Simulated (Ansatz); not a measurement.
A structure relaxed at PBE-D4/def2-SVP in Ansatz, charge 0, singlet:

Cartesian coordinates in Å:
```
Pb 1.350 -0.786 1.732
Pb -1.602 0.070 -1.695
Te -1.548 -1.428 1.085
Te 1.938 1.776 0.478
Te -0.425 2.541 -0.701
Te 0.286 -2.174 -0.898
```

Problem. Give its formula and point group.

Solution. Te4Pb2. Point group C2 (tolerance 0.1 Å).

Problem. Summarise the bond lengths by kind (pairs closer than 1.2 times the sum of covalent radii, bridged metal pairs left out).

Solution. 6 × Pb–Te 2.91 to 3.16 Å; 2 × Te–Te 2.75 to 2.80 Å.

In the def2 sets Pb, Te take a core potential; there is no spin–orbit coupling. Another isomer (singlet) lies 0.25 eV lower at PBE0-D4/def2-TZVP; other spin states weren't run for this one.
